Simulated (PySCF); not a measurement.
The numbers are results of PBE-D3(BJ)/def2-TZVP // B3LYP-D3(BJ)/def2-TZVP (PySCF), not measurements. Gas-phase values, no solvent. One relaxed conformer stands for a flexible species; it need not be the lowest. Excitations are Tamm–Dancoff values on a coarser integration grid. The basis has no diffuse functions, so Rydberg states are missing or too high.

Reference species (SMILES): `[OH][Ga]([OH])[OH]` (neutral, multiplicity 1).

The S1 oscillator strength is 0.000 and the S1 excitation (TDA) is 5.42 eV.

Changed species: `[NH2][Ga]([NH2])[OH]` (2 of 3 OH replaced by NH2; the reference has 0 of 3 OH replaced by NH2).

Q: What does the change do to the S1 oscillator strength and S1 excitation (TDA)?

A: the S1 oscillator strength is nearly the same; the S1 excitation (TDA) decreases by 0.72 eV, to 4.70 eV.
